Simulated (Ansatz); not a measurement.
Reaction (silylene formation by 1,1-elimination): `O[SiH](O)F` → `OO` + `F[SiH]`

Gas-phase electronic energies from Ansatz, PBE0-D4/def2-TZVP geometries. CCSD(T)/CBS is extrapolated from def2-TZVPP and def2-QZVPP, frozen cores. DFT in def2-TZVPP. B3LYP here is the variant with VWN-RPA as its local correlation; programs differ in this. HSE06 is defined as in plane-wave codes. One conformer a species, not always the lowest.

```json
{"level": "LDA (SPW92)", "ΔE (kJ/mol)": "781.3", "difference from CCSD(T)/CBS": "-8.8"}
{"level": "revPBE-D4", "ΔE (kJ/mol)": "721.1", "difference from CCSD(T)/CBS": "-69.0"}
{"level": "BLYP-D4", "ΔE (kJ/mol)": "721.9", "difference from CCSD(T)/CBS": "-68.2"}
{"level": "B97M-V", "ΔE (kJ/mol)": "767.8", "difference from CCSD(T)/CBS": "-22.3"}
{"level": "PBE0-D4", "ΔE (kJ/mol)": "768.6", "difference from CCSD(T)/CBS": "-21.5"}
{"level": "B3LYP-D4", "ΔE (kJ/mol)": "756.8", "difference from CCSD(T)/CBS": "-33.3"}
{"level": "r2SCANh-D4", "ΔE (kJ/mol)": "798.1", "difference from CCSD(T)/CBS": "8.0"}
{"level": "r2SCAN0-D4", "ΔE (kJ/mol)": "809.6", "difference from CCSD(T)/CBS": "19.5"}
{"level": "HSE06-D4", "ΔE (kJ/mol)": "768.0", "difference from CCSD(T)/CBS": "-22.1"}
{"level": "CAM-B3LYP-D4", "ΔE (kJ/mol)": "777.4", "difference from CCSD(T)/CBS": "-12.7"}
{"level": "ωB97X-V", "ΔE (kJ/mol)": "771.5", "difference from CCSD(T)/CBS": "-18.6"}
{"level": "ωB97M-V", "ΔE (kJ/mol)": "765.0", "difference from CCSD(T)/CBS": "-25.1"}
{"level": "PBE", "ΔE (kJ/mol)": "725.5", "difference from CCSD(T)/CBS": "-64.6"}
{"level": "BLYP", "ΔE (kJ/mol)": "707.9", "difference from CCSD(T)/CBS": "-82.2"}
{"level": "r2SCAN", "ΔE (kJ/mol)": "788.7", "difference from CCSD(T)/CBS": "-1.4"}
{"level": "BHLYP", "ΔE (kJ/mol)": "790.7", "difference from CCSD(T)/CBS": "0.6"}
{"level": "HF/def2-SVP", "ΔE (kJ/mol)": "766.1", "difference from CCSD(T)/CBS": "-24.0"}
{"level": "MP2/def2-SVP", "ΔE (kJ/mol)": "768.3", "difference from CCSD(T)/CBS": "-21.8"}
{"level": "CCSD(T)/def2-SVP", "ΔE (kJ/mol)": "722.0", "difference from CCSD(T)/CBS": "-68.1"}
{"level": "HF/def2-TZVPP", "ΔE (kJ/mol)": "804.0", "difference from CCSD(T)/CBS": "13.9"}
{"level": "SCS-MP2/def2-TZVPP", "ΔE (kJ/mol)": "790.5", "difference from CCSD(T)/CBS": "0.4"}
{"level": "CCSD/def2-TZVPP", "ΔE (kJ/mol)": "776.3", "difference from CCSD(T)/CBS": "-13.8"}
{"level": "CCSD(T)/def2-TZVPP", "ΔE (kJ/mol)": "771.4", "difference from CCSD(T)/CBS": "-18.7"}
{"level": "HF/def2-QZVPP", "ΔE (kJ/mol)": "807.3", "difference from CCSD(T)/CBS": "17.2"}
{"level": "CCSD/def2-QZVPP", "ΔE (kJ/mol)": "788.1", "difference from CCSD(T)/CBS": "-2.0"}
{"level": "CCSD(T)/def2-QZVPP", "ΔE (kJ/mol)": "783.3", "difference from CCSD(T)/CBS": "-6.8"}
{"level": "HF/CBS(def2)", "ΔE (kJ/mol)": "807.7", "difference from CCSD(T)/CBS": "17.6"}
{"level": "MP2/CBS(def2)", "ΔE (kJ/mol)": "825.5", "difference from CCSD(T)/CBS": "35.4"}
{"level": "HF/cc-pV(D+d)Z", "ΔE (kJ/mol)": "752.6", "difference from CCSD(T)/CBS": "-37.5"}
{"level": "MP2/cc-pV(D+d)Z", "ΔE (kJ/mol)": "758.5", "difference from CCSD(T)/CBS": "-31.6"}
{"level": "CCSD/cc-pV(D+d)Z", "ΔE (kJ/mol)": "715.1", "difference from CCSD(T)/CBS": "-75.0"}
{"level": "CCSD(T)/cc-pV(D+d)Z", "ΔE (kJ/mol)": "709.9", "difference from CCSD(T)/CBS": "-80.2"}
{"level": "MP2/cc-pV(T+d)Z", "ΔE (kJ/mol)": "812.7", "difference from CCSD(T)/CBS": "22.6"}
{"level": "CCSD/cc-pV(T+d)Z", "ΔE (kJ/mol)": "775.8", "difference from CCSD(T)/CBS": "-14.3"}
{"level": "HF/cc-pV(Q+d)Z", "ΔE (kJ/mol)": "808.0", "difference from CCSD(T)/CBS": "17.9"}
{"level": "MP2/cc-pV(Q+d)Z", "ΔE (kJ/mol)": "823.0", "difference from CCSD(T)/CBS": "32.9"}
{"level": "CCSD/cc-pV(Q+d)Z", "ΔE (kJ/mol)": "789.6", "difference from CCSD(T)/CBS": "-0.5"}
{"level": "CCSD(T)/cc-pV(Q+d)Z", "ΔE (kJ/mol)": "784.9", "difference from CCSD(T)/CBS": "-5.2"}
{"level": "MP2/CBS(cc)", "ΔE (kJ/mol)": "828.3", "difference from CCSD(T)/CBS": "38.2"}
{"level": "CCSD/CBS(cc)", "ΔE (kJ/mol)": "797.3", "difference from CCSD(T)/CBS": "7.2"}
{"level": "CCSD(T)/CBS", "ΔE (kJ/mol)": "790.1", "difference from CCSD(T)/CBS": "0"}
```

Largest T1 diagnostic among the species: 0.015.

At CCSD(T), def2-SVP lies −68.1 kJ/mol from the extrapolated value and def2-TZVPP −18.7 kJ/mol. Leaving LDA and LC-ωPBE aside and taking each functional with its dispersion term where it has one, the values spread over 88.6 kJ/mol, from revPBE-D4 to r2SCAN0-D4. LDA lies +55.8 kJ/mol from PBE without D4.
